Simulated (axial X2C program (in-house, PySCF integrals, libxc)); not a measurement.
# GaN⁻ along the bond: HF, two-component

All values were computed with an axial X2C code built on PySCF integrals. Two-component (2c) means X2C with spin–orbit coupling and atomic mean-field two-electron Coulomb and Gaunt terms. Basis: Ga dyall-acv3z [10s10p8d5f1g], N dyall-av3z [7s7p3d2f] (cores contracted in-house); Gaussian nuclei, density fitting, unrestricted open shells. Masses: Ga 68.926 u, N 14.003 u.

State: Ω = 1/2 (⟨Sz⟩ = 0.50, ⟨Lz⟩ = 0.00 at HF). Dipoles are positive if N is the positive end and refer to the centre of mass.

| R (Å) | μ (D) | HOMO (eV) | LUMO (eV) |
| --- | --- | --- | --- |
| 1.517 | -1.624 | -2.65 | 2.99 |
| 1.587 | -1.983 | -2.24 | 2.98 |
| 1.639 | -2.180 | -1.95 | 2.97 |
| 1.692 | -2.311 | -1.70 | 2.96 |
| 1.744 | -2.378 | -1.48 | 2.95 |
| 1.805 | -2.387 | -1.29 | 2.94 |
| 1.866 | -2.332 | -1.16 | 2.94 |
| 1.945 | -2.188 | -1.05 | 2.93 |
| 2.041 | -1.931 | -0.93 | 2.93 |
| 2.180 | -1.472 | -0.78 | 2.93 |

Question: The minimum lies at 1.902 Å. What is the dipole moment there?

Answer: At HF, 2c, with the sign and origin stated: μ = -2.27 D.

Occupations by symmetry block were frozen at the best pattern of an incomplete PBE0 search. PBE0 can misorder states that lie within some tenths of an eV, so this need not be the ground state of the molecule. The nearest other 2c determinant of the search, Ω = 3/2, lies 0.05 eV up at the distance of the search. The determinant is spin-polarised beyond a pure state at some levels (its spin-free form has ⟨S²⟩ too high), which makes Re and μ there less reliable. The LUMO of an anion is an unbound level whose energy the basis sets.
